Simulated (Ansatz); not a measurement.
HB, charge -1, doublet, at the geometry of the source list (a state made from the parent by changing its charge; the spin is typed, not shown lowest) (a gas-phase anion, which may not be bound at this level); B3LYP/def2-TZVP in Ansatz (a program for electronic structure).

Input for Ansatz:
Ansatz 0.2 input:
```yaml
crystal:
  periodic: [false, false, false]
  atoms:
    - {symbol: B, position_ang: [0.32270000, 0.09790000, -0.47190000]}
    - {symbol: H, position_ang: [-0.32270000, -0.09790000, 0.47190000]}
basis:
  gaussian:
    orbitals: def2-TZVP
    point_charges:
      - {charge: -1.0, position_ang: [-1.6561, -1.7502, -2.6477]}
hamiltonian:
  xc: b3lyp
total_charge: -1
magnetization: {spin_polarized: true, initial_magnetization: 1}
```

### Question
Predict the main parts of the log of this Ansatz run.

### Answer

```
Functional definition: B3LYP
213 factors; their error is unknown
mean field evaluation 1: about -684.5131 eV, gradient 6.1e0 eV
mean field evaluation 2: about -684.6149 eV, gradient 5.5e0 eV
mean field evaluation 4: about -684.8762 eV, gradient 2.0e-1 eV
mean field evaluation 8: about -684.8744 eV, gradient 2.6e-2 eV
mean field evaluation 16: about -684.8746 eV, gradient 4.2e-5 eV
mean field -684.87457786 eV, -25.1686765115 hartree, gradient 1.2e-5 eV, S^2 0.761395; 4 other end points of the search recorded, 0 dependent functions left out
reference -684.87474332 eV, -25.1686825922 hartree; 4, 3 occupied and 33, 34 virtual orbitals, 213 factors
Total energy: -684.87474332 eV, -25.1686825922 hartree
```
